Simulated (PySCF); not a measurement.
trans-(1R,2R)-1-chloro-2-fluorocyclopropane (C3H4ClF), SMILES [C@H]1(C[C@H]1F)Cl. Atoms are numbered in the order given.

```xyz
9

F     -0.8850     1.9517     0.6458
C     -0.6344     0.8828    -0.1436
C     -1.3289    -0.4023     0.1572
C      0.1396    -0.2442     0.4381
Cl     1.3255    -1.0906    -0.5388
H     -0.4498     1.1582    -1.1872
H     -1.9896    -0.4281     1.0280
H     -1.6324    -1.0282    -0.6856
H      0.4455    -0.1448     1.4827
```
Charge 0, spin multiplicity 1.

Geometry: PBE0-D3(BJ)/def2-SVP.

The numbers are results of SMD-PBE0/6-31G* (PySCF), not measurements.

Solvation free energies are E(SMD) − E(gas) at the gas-phase geometry, for 1 M in both phases. In vacuum the dipole moment is 1.25 D.

Computed solvation free energies in water, chlorobenzene, chloroform:
```csv
solvent,ΔG(solv) (kcal/mol),its non-electrostatic (CDS) part,dipole (D)
water,-1.7,2.5,1.59
chlorobenzene,-5.3,-2.1,1.52
chloroform,-5.3,-2.3,1.50
```
